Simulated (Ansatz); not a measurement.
Ansatz results at the PBE0-D4/def2-TZVP geometry: LUMO energy (PBE/def2-TZVPP) -2.69 eV; zero-point energy (PBE0-D4/def2-TZVP) 159.0 kJ/mol; HOMO–LUMO gap (PBE/def2-TZVPP) 3.18 eV.

(1) Which molecule gave them?
A. `B[N]1[CH2][AlH]1`
B. `C[BH][AlH2]`
C. `B[CH2][AlH2]`
D. `C=CC=N`

Results:

(1) B. The others give `B[N]1[CH2][AlH]1`: -2.29, 156.2, 3.69; `C=CC=N`: -2.46, 195.0, 3.70; `B[CH2][AlH2]`: -2.89, 157.4, 4.28.
